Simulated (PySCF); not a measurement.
**Excitation energy of Hf⁺ by level of theory**

Hf⁺ [Xe] 4f14 5d1 6s2 (2D) → Hf⁺ [Xe] 4f14 5d2 6s1 (4F), as a difference of total energies. Calculation: PySCF 2.14, in aug-cc-pwCVTZ-PP with ECP60MDF (8s8p7d4f3g, 122 functions); scalar relativity through the core potential. The calculations carry no spin-orbit coupling.

```tsv
method	excitation energy (eV)
LDA	0.287
wB97X-V	0.336
```

For comparison: 0.563 eV (measured; NIST levels, between the centres of gravity of the two terms).
